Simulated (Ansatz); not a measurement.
Mulliken charges of `C=C=[Se]` from ωB97M-V/def2-TZVPP in Ansatz (PBE0-D4/def2-TZVP geometry).

```csv
atom,x (Å),y (Å),z (Å),charge (e)
C1,0.454,-0.441,-0.174,-0.204
C2,-0.452,0.429,0.164,-0.085
Se3,-1.631,1.563,0.605,0.034
H4,1.321,-0.142,-0.753,0.128
H5,0.358,-1.482,0.116,0.128
```

Problem. By hand: the dipole of these point charges (1 e Å = 4.8032 D).

Solution. Σ q r = (0.105, -0.101, -0.039) e Å, of length 0.151 e Å = 0.73 D.

Problem. How does the dipole of the full density compare? (Estimate.)

Solution. The calculation gave: (0.166, -0.160, -0.062) e Å, 1.15 D; the point charges give 0.63 times that, at 0° from its direction.

Point charges leave out the atoms' own dipoles, such as those of lone pairs, and Mulliken's split depends on the basis, so the two needn't agree.
